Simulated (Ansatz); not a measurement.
A structure relaxed at PBE-D4/def2-SVP in Ansatz, charge 0, singlet:

```xyz
8

W    -1.491   -0.499    0.062
W     0.707   -0.634   -0.686
W     0.688    1.220    0.720
Se    1.447    1.861   -1.457
Se   -0.579   -2.645    0.601
Se    2.323   -0.358    1.474
Se   -1.651    1.477    1.614
Se   -1.444   -0.422   -2.329
```

Problem. Give its formula.

Solution. the cluster W3Se5 (the lowest singlet isomer of a short search).

Problem. Summarise the bond lengths by kind (pairs closer than 1.2 times the sum of covalent radii, bridged metal pairs left out).

Solution. 10 × Se–W 2.39 to 2.71 Å.

In the def2 sets W takes a core potential; there is no spin–orbit coupling. The restricted singlet is unstable towards broken spin symmetry in Hartree–Fock (as tested in another run); at PBE-D4/def2-SVP this wasn't settled. The relaxation made no stability test and no search for a lower SCF solution. The structure comes from a short search, and lower isomers may exist.
